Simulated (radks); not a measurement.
Values are calculated unless marked as measured or tabulated.
Problem. Species: Hg42+. Configuration: [Kr] 4d2. Code: a radial shooting solver on a logarithmic mesh with Libxc functionals. Model: Dirac Kohn-Sham, RPBE, spin-unpolarised, spherical densities, point nucleus; open shells fill j = l - 1/2 first. Some entries of the table are withheld. Estimate them.

orbital  occ.  eigenvalue (hartree)  <r> (bohr)
1s1/2       2             -3124.548     0.01658
2s1/2       2             -613.0531     0.06919
2p1/2       2             -591.0579     0.05690
2p3/2       4             -519.4332     0.06555
3s1/2       2             -198.6249      0.1781
3p1/2       2             -188.9513      0.1684
3p3/2       4             -172.6538      0.1835
3d3/2       4             -157.0167         (1)
3d5/2       6             -153.5001         (2)
4s1/2       2             -90.36077      0.3623
4p1/2       2             -86.15328      0.3587
4p3/2       4             -81.01014      0.3812
4d3/2       2             -74.35479      0.3693
4d5/2       0             -73.25975      0.3757
5s1/2       0             -51.36945      0.6243
5p1/2       0                   (3)      0.6275
5p3/2       0                   (4)      0.6570

Solution. 
(1) 3d3/2 <r> (bohr): 0.1594
(2) 3d5/2 <r> (bohr): 0.1639
(3) 5p1/2 eigenvalue (hartree): -49.36721
(4) 5p3/2 eigenvalue (hartree): -47.17113
